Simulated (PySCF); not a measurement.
## Stationary points of PSe₂⁻

All numbers come from PBE0/[P def2-TZVPD, Se def2-TZVPD], no relativity, density fitting, PySCF.

Relaxations began from a few typed shapes. The search is not exhaustive: other isomers or separated fragments can lie lower, and high-lying points may rest on an excited occupation.

Task: Order these stationary points by electronic energy, lowest first, in kJ/mol from the lowest minimum.
A. singlet C2v: P–Se 2.129 Å (×2); Se–P–Se 115.2°
B. singlet D∞h: P–Se 2.236 Å (×2); Se–P–Se 180.0°

Result: A (0.0), B (240.1).

Task: Which of them are minima?

Result: By energy in kJ/mol, 0.0: minimum; 240.1: saddle point, 2 imaginary modes.

Counting electrons, phosphorus keeps 2 of its valence electrons outside its bonds, so the VSEPR class is AX2E1 and the expected shape is bent (C2v), as computed.

For the lowest minimum: the lowest empty level of this anion is unbound, so it and the gap depend on the basis.
